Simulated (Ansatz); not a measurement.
`NB(O)CO` and `NB(O)O[SiH3]` differ in one atom or group.

Ansatz, PBE0-D4/def2-TZVP geometries, multiplicity 1. Each molecule was computed in one conformer, which needn't be the lowest.

| property | `NB(O)CO` |
| --- | --- |
| HOMO energy (B3LYP/def2-TZVPP) / eV | -6.99 |
| LUMO energy (PBE/def2-TZVPP) / eV | -0.41 |
| HOMO energy (PBE0/def2-TZVPP) / eV | -7.24 |
| size of the dipole moment (ωB97M-V/def2-TZVPP) / D | 4.41 |
| size of the dipole moment (B3LYP/def2-TZVPP) / D | 4.39 |
| HOMO energy (PBE/def2-TZVPP) / eV | -5.56 |

Task: What does the change do to each property? (Estimate.)

Result: Ansatz gave: 
| property | `NB(O)O[SiH3]` | shift |
| --- | --- | --- |
| HOMO energy (B3LYP/def2-TZVPP) / eV | -7.51 | -0.52 |
| LUMO energy (PBE/def2-TZVPP) / eV | -0.55 | -0.14 |
| HOMO energy (PBE0/def2-TZVPP) / eV | -7.75 | -0.51 |
| size of the dipole moment (ωB97M-V/def2-TZVPP) / D | 2.72 | -1.69 |
| size of the dipole moment (B3LYP/def2-TZVPP) / D | 2.71 | -1.68 |
| HOMO energy (PBE/def2-TZVPP) / eV | -6.28 | -0.72 |

With PBE0 the HOMO falls by 0.51 eV and the LUMO falls by 0.12 eV, so the gap widens by about 0.39 eV. PBE moves the HOMO by -0.72 eV and ωB97M-V by -0.46 eV. Dipoles are sizes alone; their direction can turn.

B3LYP here is the variant with VWN-RPA as its local correlation; programs differ in this.
